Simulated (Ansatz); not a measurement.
Input (CCSDT(Q)/cc-pVDZ; Ansatz, a first-principles code):

Ansatz 0.2 input:
```yaml
crystal:
  periodic: [false, false, false]
  atoms:
    - {symbol: C, position_ang: [-0.84972708, -0.84703727, 0.07635384]}
    - {symbol: C, position_ang: [-1.00145512, 0.61530386, -0.25263998]}
    - {symbol: C, position_ang: [0.22649702, 0.12658270, 0.45818837]}
    - {symbol: N, position_ang: [1.44803905, 0.08197280, -0.30345838]}
    - {symbol: H, position_ang: [-0.62496805, -1.51695526, -0.74192684]}
    - {symbol: H, position_ang: [-1.46523650, -1.26651742, 0.86044423]}
    - {symbol: H, position_ang: [-1.72098136, 1.19832851, 0.30590941]}
    - {symbol: H, position_ang: [-0.87624038, 0.90478477, -1.28676381]}
    - {symbol: H, position_ang: [0.29173597, 0.37157266, 1.51705422]}
    - {symbol: H, position_ang: [1.92128146, 0.97790048, -0.28980903]}
    - {symbol: H, position_ang: [2.08624664, -0.61201908, 0.06788706]}
basis:
  gaussian:
    orbitals: cc-pVDZ
magnetization: {spin_polarized: false}
correlation: {method: ccsdt_q, electrons: outside_noble_gas}
```

Output:

```
Functional definition: HF
integrals: 0.14 GiB planned
1787 factors; integrals over basis functions are off by at most 1.7e-7 eV
mean field: 0.36 GiB planned
mean field evaluation 1: about -4680.3300 eV, gradient 3.2e1 eV
mean field evaluation 2: about -4680.3308 eV, gradient 3.2e1 eV
mean field evaluation 4: about -4683.0176 eV, gradient 3.2e0 eV
mean field evaluation 8: about -4683.0499 eV, gradient 1.1e-4 eV
mean field evaluation 16: about -4683.0496 eV, gradient 1.6e-1 eV
mean field -4683.04990283 eV, -172.0989096439 hartree, gradient 1.2e-6 eV, S^2 0.000000; 0 other end points of the search recorded, 0 dependent functions left out
4 core orbitals not correlated
reference -4683.04990283 eV, -172.0989096439 hartree; 12, 12 occupied and 75, 75 virtual orbitals, 1787 factors
second order -16.06388402 eV of doubles, -0.00000000 eV of singles
coupled cluster: 4.98 GiB planned
cycle   1  -16.80102765 eV  change   -7.4e-1 eV  update   9.3e-2
cycle   2  -17.59780272 eV  change   -8.0e-1 eV  update   3.6e-2
cycle   3  -17.84134166 eV  change   -2.4e-1 eV  update   1.5e-2
cycle   4  -17.81258483 eV  change    2.9e-2 eV  update   3.7e-3
cycle   5  -17.80970297 eV  change    2.9e-3 eV  update   1.9e-3
cycle   6  -17.81157357 eV  change   -1.9e-3 eV  update   5.7e-4
cycle   7  -17.81210306 eV  change   -5.3e-4 eV  update   2.6e-4
cycle   8  -17.81203456 eV  change    6.9e-5 eV  update   1.0e-4
cycle   9  -17.81199296 eV  change    4.2e-5 eV  update   3.9e-5
cycle  10  -17.81203896 eV  change   -4.6e-5 eV  update   1.6e-5
cycle  11  -17.81199028 eV  change    4.9e-5 eV  update   7.1e-6
cycle  12  -17.81199529 eV  change   -5.0e-6 eV  update   2.3e-6
cycle  13  -17.81199382 eV  change    1.5e-6 eV  update   9.0e-7
perturbative correction -0.03576313 eV, -0.0013142707 hartree
Total energy: -4700.89765978 eV, -172.7548026142 hartree
```
